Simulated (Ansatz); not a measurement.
Two isomers of CH6OSiZn: A = `O[SiH2][CH2][ZnH]`, B = `[SiH3]O[CH2][ZnH]`.

Calculated with Ansatz (gas phase, PBE0-D4/def2-TZVP geometries, no zero-point term in ΔE). CBS: MP2 limit from def2 TZ/QZ plus the TZ coupled-cluster correction, frozen cores. DFT in def2-TZVPP. B3LYP here is the variant with VWN-RPA as its local correlation; programs differ in this. For Zn outer-core shells are correlated without core-valence functions, which leaves a few kJ/mol of doubt a bond. Scalar relativity is left out up to krypton. One conformer a species, not always the lowest.

Which is lower in electronic energy at CCSD(T)/CBS, and by how much? (An estimate is asked.)

Ansatz gave: A, by 146.8 kJ/mol.

Give E(B) − E(A) in kJ/mol with MP2/def2-TZVPP, CCSD/def2-TZVPP, B3LYP-D4, PBE-D4, HF/def2-TZVPP, B2PLYP, PBE0-D4. (An estimate is asked.)

Computed: MP2/def2-TZVPP 151.4, CCSD/def2-TZVPP 141.9, B3LYP-D4 133.0, PBE-D4 138.9, HF/def2-TZVPP 129.9, B2PLYP 137.6, PBE0-D4 144.9. None reverses the order clearly.

Largest T1 diagnostic: 0.014.

In def2-TZVPP, CCSD(T) changes the Hartree–Fock value by +13.4 kJ/mol (the triples alone add +1.4 kJ/mol) and MP2 by +21.5 kJ/mol. From PBE to PBE0 (25 % exact exchange), in def2-TZVPP and without D4, E(B) − E(A) moves by +6.4 kJ/mol.
